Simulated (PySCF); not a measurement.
C2H10O2Si2, SMILES CC([SiH2]O)[SiH2]O.

Coordinates come from a B3LYP-D3(BJ)/def2-SVP optimisation. This is a generated structure with no PubChem entry under its InChIKey; it may be hypothetical. The values are those of a single conformer.

Calculation: PBE/def2-TZVP in PySCF.

Problem. Estimate the frontier levels, gap, dipole moment and polarisability. (An estimate is asked for; the answer gives what the named calculation found.)

Solution. 
The highest occupied level comes out as -6.52 eV, the lowest empty level is -0.85 eV and the orbital gap comes out as 5.67 eV. The dipole moment is 1.81 D and the quadrupole, principal values (traceless, Buckingham form, about the centre of nuclear charge) is -11.01, -3.20, 14.22 D·Å. The mean static polarisability comes out as 84.8 bohr³ (12.56 Å³) and the polarisability, principal values comes out as 75.7, 84.9, 93.8 bohr³.
